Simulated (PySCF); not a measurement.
## Gas-phase XPS of Zn(nPr)2, computed

Zn(nPr)2, C₆H₁₄Zn (singlet state).
Structure used (PBE0-D3(BJ)/def2-SVP), in Å, numbered top down from 1:
```
atom  x, y, z in Å
Zn1    0.0058   -0.0175    0.0050
C2     0.0262    0.0193    1.9637
C3     0.9460    1.0707    2.5875
C4     0.9358    1.0615    4.1104
H5     0.3063   -0.9854    2.3326
H6    -1.0100    0.1777    2.3185
H7     0.6626    2.0786    2.2348
H8     1.9837    0.9224    2.2372
H9     1.2628    0.0843    4.5017
H10    1.6005    1.8316    4.5338
H11   -0.0793    1.2452    4.4989
C12   -0.0176   -0.0469   -1.9540
C13   -0.9762   -1.0593   -2.5829
C14   -0.9655   -1.0441   -4.1059
H15    1.0113   -0.2351   -2.3144
H16   -0.2667    0.9705   -2.3113
H17   -2.0071   -0.8737   -2.2315
H18   -0.7323   -2.0793   -2.2345
H19    0.0400   -1.2727   -4.4955
H20   -1.6658   -1.7808   -4.5315
H21   -1.2471   -0.0509   -4.4921
```

Computed, not measured: delta-SCF UKS SCAN, pcX-2 on the ionised atom (unc-x2c-TZVPall on a metal), pcseg-1 elsewhere, spin-free X2C in PySCF. These are vertical core ionisation energies against the vacuum level, from separate self-consistent calculations with and without the core hole.

Give the core binding energies atom by atom.

```tsv
atom(s)	bonded to	level	binding energy (eV)	above the level's lowest (eV)	count
C2/C12	C, 2 H and Zn	C 1s	289.25	0.00	2
C3/C13	2 C and 2 H	C 1s	290.28	+1.03	2
C4/C14	C and 3 H	C 1s	290.21	+0.96	2
```

Lowest listed C 1s: C2/C12, bonded to C, 2 H and Zn. Highest, 1.03 eV above it: C3/C13, bonded to 2 C and 2 H.

Which photon energy gives electrons from C 1s of C3/C13 a kinetic energy of 200 eV, and what is their de Broglie wavelength?

hν = 290.28 + 200 = 490.28 eV, recoil neglected; λ = 12.264 Å/√(E/eV) = 0.87 Å.

The first atom of each set that the bonding makes equivalent was ionised and stands for the set. Not every level is listed. No level of zinc is listed. Geometry: PBE0-D3(BJ)/def2-SVP; no solvent, vibrations or thermal averaging. Metal 2p energies of this one-determinant scheme are less reliable than its 1s energies.
